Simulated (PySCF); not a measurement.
Relaxation of singlet SbO2F

Method: PySCF, PBE0, basis Sb def2-TZVP with ECP28, O def2-TZVP, F def2-TZVP (scalar-relativistic core potentials, no spin–orbit coupling, density fitting). A (50,194) grid was used.

A hand-made T-shaped (ligand arrangement 1) start, of C2v symmetry, held to at least that symmetry:

```xyz
4
charge 0 multiplicity 1, angstrom
Sb    0.0000    0.0000   -0.2378
O     1.8988    0.0000   -0.1715
O    -1.8988    0.0000   -0.1715
F     0.0000    0.0000    1.8022
```

Q: What forces act on the atoms at the start (eV/Å)?

A: 
| atom | Fx | Fy | Fz |
| --- | --- | --- | --- |
| Sb1 | 0.00 | 0.00 | 5.18 |
| O2 | -3.05 | 0.00 | -1.33 |
| O3 | 3.05 | 0.00 | -1.33 |
| F4 | 0.00 | 0.00 | -2.52 |

Q: What does it relax to?

A: It ends at C2v with Sb–F 1.884 Å, Sb–O 1.785 Å (×2); F–Sb–O 108.1° (×2), O–Sb–O 143.9° (after a last refinement on a finer grid). A frequency run shows a minimum. Other isomers or separated fragments may lie lower.

Q: How much energy is released, and in how many steps?

A: 144.5 kJ/mol in 7 steps.
